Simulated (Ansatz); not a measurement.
Start from `[F][Al]([F])[I]` and change one atom or group to get `C[O][Al]([F])[F]`.

Ansatz, PBE0-D4/def2-TZVP geometries, multiplicity 1. Each molecule was computed in one conformer, which needn't be the lowest.

Elements past krypton have def2 core potentials.  Spin–orbit coupling is left out; it splits and shifts lone-pair levels of the heavy atoms by tenths of an eV.

| property | `[F][Al]([F])[I]` |
| --- | --- |
| HOMO energy (B3LYP/def2-TZVPP) / eV | -8.12 |
| HOMO–LUMO gap (PBE0/def2-TZVPP) / eV | 6.82 |
| HOMO energy (ωB97M-V/def2-TZVPP) / eV | -10.52 |
| size of the dipole moment (B3LYP/def2-TZVPP) / D | 1.12 |
| size of the dipole moment (ωB97M-V/def2-TZVPP) / D | 0.99 |
| HOMO–LUMO gap (ωB97M-V/def2-TZVPP) / eV | 10.63 |

(1) What does the change do to each property? (Best estimate.)

## Answers

(1) The calculation gave: 
| property | `C[O][Al]([F])[F]` | shift |
| --- | --- | --- |
| HOMO energy (B3LYP/def2-TZVPP) / eV | -8.50 | -0.38 |
| HOMO–LUMO gap (PBE0/def2-TZVPP) / eV | 7.77 | 0.95 |
| HOMO energy (ωB97M-V/def2-TZVPP) / eV | -11.15 | -0.63 |
| size of the dipole moment (B3LYP/def2-TZVPP) / D | 2.11 | 0.99 |
| size of the dipole moment (ωB97M-V/def2-TZVPP) / D | 2.08 | 1.09 |
| HOMO–LUMO gap (ωB97M-V/def2-TZVPP) / eV | 11.81 | 1.18 |

With PBE0 the HOMO falls by 0.34 eV and the LUMO rises by 0.62 eV, so the gap widens by about 0.96 eV. PBE moves the HOMO by 0.06 eV and ωB97M-V by -0.63 eV. The zero-point energy changes by 108.7 kJ/mol with +12 modes. Dipoles are sizes alone; their direction can turn.

B3LYP here is the variant with VWN-RPA as its local correlation; programs differ in this.
